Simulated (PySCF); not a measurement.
# Electron correlation in Bi (bismuth, neutral)

[Xe] 4f14 5d10 6s2 6p2 7s1, high-spin 4P determinant (an excited configuration). Computed with PySCF 2.14 in aug-cc-pwCVTZ-DK3, with scalar relativity by spin-free X2C-1e. Frozen: [Xe] 4f14 5d10; 5 electrons correlated.

| level | correlation energy (mhartree) |
| --- | --- |
| CCSD | -60.09 |
| (T) | -1.81 |
| CCSD(T) | -61.90 |

Diagnostics: T1 = 0.011, D1 = 0.0324, largest double amplitude 0.064.

Spin-orbit coupling is strong in this species (close to jj coupling), so the high-spin LS determinant is a model state, not a physical level. The outer electron is Rydberg-like, and this basis confines it to a smaller radius and binds it less than a complete one would.

Cost of the coupled-cluster step: roughly 30 core-seconds, for 5 correlated electrons.

Iterations:

```
CC2 = 0
CCSD nocc = (np.int64(4), np.int64(1)), nmo = (86, 86)
frozen orbitals [[0, 1, 2, 3, 4, 5, 6, 7, 8, 9, 10, 11, 12, 13, 14, 15, 16, 17, 18, 19, 20, 21, 22, 23, 24, 25, 26, 27, 28, 29, 30, 31, 32, 33, 34, 35, 36, 37, 38], [0, 1, 2, 3, 4, 5, 6, 7, 8, 9, 10, 11, 12, 13, 14, 15, 16, 17, 18, 19, 20, 21, 22, 23, 24, 25, 26, 27, 28, 29, 30, 31, 32, 33, 34, 35, 36, 37, 38]]
max_cycle = 100
direct = 0
conv_tol = 1e-08
conv_tol_normt = 1e-06
diis_space = 8
diis_start_cycle = 0
Init t2, MP2 energy = -0.0497025846562282
Init E_corr(UCCSD) = -0.0497025846576265
cycle = 1  E_corr(UCCSD) = -0.0573486870545677  dE = -0.0076461024  norm(t1,t2) = 0.0407247
cycle = 2  E_corr(UCCSD) = -0.0591919584875061  dE = -0.00184327143  norm(t1,t2) = 0.0145045
cycle = 3  E_corr(UCCSD) = -0.0601072109238864  dE = -0.000915252436  norm(t1,t2) = 0.00653521
cycle = 4  E_corr(UCCSD) = -0.0600681820011115  dE = 3.90289228e-05  norm(t1,t2) = 0.00210515
cycle = 5  E_corr(UCCSD) = -0.0600759128789388  dE = -7.73087783e-06  norm(t1,t2) = 0.00139826
cycle = 6  E_corr(UCCSD) = -0.060091588754078  dE = -1.56758751e-05  norm(t1,t2) = 0.00656588
cycle = 7  E_corr(UCCSD) = -0.0600887962281504  dE = 2.79252593e-06  norm(t1,t2) = 0.000330877
cycle = 8  E_corr(UCCSD) = -0.0600895113095968  dE = -7.15081446e-07  norm(t1,t2) = 8.65445e-05
cycle = 9  E_corr(UCCSD) = -0.0600893887985495  dE = 1.22511047e-07  norm(t1,t2) = 3.75424e-05
cycle = 10  E_corr(UCCSD) = -0.0600893117916441  dE = 7.70069054e-08  norm(t1,t2) = 1.65612e-05
cycle = 11  E_corr(UCCSD) = -0.0600892544713141  dE = 5.732033e-08  norm(t1,t2) = 9.06459e-06
cycle = 12  E_corr(UCCSD) = -0.0600892777868368  dE = -2.33155227e-08  norm(t1,t2) = 3.17672e-06
cycle = 13  E_corr(UCCSD) = -0.0600892710367843  dE = 6.75005246e-09  norm(t1,t2) = 1.06354e-06
cycle = 14  E_corr(UCCSD) = -0.060089270569197  dE = 4.67587281e-10  norm(t1,t2) = 4.41214e-07
UCCSD converged
E(UCCSD) = -21526.99010032572  E_corr = -0.06008927056919704
UCCSD(T) correction = -0.00181281377734433
```

Spin-orbit coupling is strong in this species, so the high-spin LS determinant is a model state.
